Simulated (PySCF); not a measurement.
MSn cations for M along the third period

CCSD(T) with double-zeta basis sets in PySCF, for the lowest determinant that a PBE0 search found; no spin–orbit coupling. De refers to high-spin ground-configuration atoms (the charge goes to the atom of lower measured ionisation energy or higher electron affinity, which is not always the lowest computed limit).

```csv
M,basis,"reference, frozen orbitals",charged atom,state (unpaired electrons),Re (Å),ωe (cm⁻¹),De (eV)
Na,def2-SVP,"UHF, 5",Na+,"triplet (σ ↑, π ↑)",3.457,107,0.51
Mg,x2c-SVPall,"UHF, 19",Sn+,doublet (π ↑),3.005,188,1.53
Al,x2c-SVPall,"UHF, 23",Al+,"triplet (σ ↑, π ↑)",3.074,145,0.90
Si,x2c-SVPall,"UHF, 23",Sn+,"quartet (σ ↑, π ↑↑)",2.565,309,2.35
S,def2-SVP,"UHF, 9",Sn+,doublet (π ↑),2.411,376,2.65
Cl,def2-SVP,"RHF, 9",Sn+,singlet (closed shell),2.298,429,3.75
```

The shortest bond is that of SnCl⁺ (2.298 Å), the longest that of NaSn⁺ (3.457 Å). SnCl⁺ is bound most strongly (3.75 eV) and NaSn⁺ least (0.51 eV).

The rows differ in basis set, which adds steps of its own.

The state changes along the series, so neighbouring rows are not always alike in their bonding.

Correlated steps freeze the inner cores (5 to 23 orbitals); shallow outer-core shells are correlated. Correlated levels converge slowly with the basis: in double zeta they bind strong bonds too weakly, by up to about 1 eV, and carry superposition errors of some tenths. Spin–orbit coupling is left out, which matters for elements this heavy, above all for dissociation energies. For an ion De counts to the pair picked by the measured ionisation energies or electron affinities, which need not be the lowest pair at this level. Where the molecule has an RHF reference, its open-shell atoms are computed with UHF. States were picked by a PBE0 search and need not be the measured ground states.
